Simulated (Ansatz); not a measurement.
`O[SiH]([SiH3])[TeH]` and `CB[SiH](O)[SiH3]` differ in one atom or group.

Ansatz, PBE0-D4/def2-TZVP geometries, multiplicity 1. Each molecule was computed in one conformer, which needn't be the lowest.

Elements past krypton have def2 core potentials.  Spin–orbit coupling is left out; it splits and shifts lone-pair levels of the heavy atoms by tenths of an eV.

```
                                        property  `O[SiH]([SiH3])[TeH]`
           HOMO energy (ωB97M-V/def2-TZVPP) / eV                  -8.74
         HOMO–LUMO gap (ωB97M-V/def2-TZVPP) / eV                   9.70
               HOMO energy (PBE/def2-TZVPP) / eV                  -5.66
               LUMO energy (PBE/def2-TZVPP) / eV                  -1.59
             HOMO–LUMO gap (PBE/def2-TZVPP) / eV                   4.08
size of the dipole moment (B3LYP/def2-TZVPP) / D                   1.02
```

Question: Give the same properties after the change, and the shifts. (Best estimate.)

Answer: The calculation gave: 
```json
{"property": "HOMO energy (ωB97M-V/def2-TZVPP) / eV", "`CB[SiH](O)[SiH3]`": "-9.20", "shift": "-0.46"}
{"property": "HOMO–LUMO gap (ωB97M-V/def2-TZVPP) / eV", "`CB[SiH](O)[SiH3]`": "9.10", "shift": "-0.60"}
{"property": "HOMO energy (PBE/def2-TZVPP) / eV", "`CB[SiH](O)[SiH3]`": "-6.00", "shift": "-0.34"}
{"property": "LUMO energy (PBE/def2-TZVPP) / eV", "`CB[SiH](O)[SiH3]`": "-2.90", "shift": "-1.31"}
{"property": "HOMO–LUMO gap (PBE/def2-TZVPP) / eV", "`CB[SiH](O)[SiH3]`": "3.09", "shift": "-0.99"}
{"property": "size of the dipole moment (B3LYP/def2-TZVPP) / D", "`CB[SiH](O)[SiH3]`": "1.76", "shift": "0.74"}
```

With PBE0 the HOMO falls by 0.47 eV and the LUMO falls by 1.19 eV, so the gap narrows by about 0.72 eV. PBE moves the HOMO by -0.34 eV and ωB97M-V by -0.46 eV. Dipoles are sizes alone; their direction can turn.

B3LYP here is the variant with VWN-RPA as its local correlation; programs differ in this.
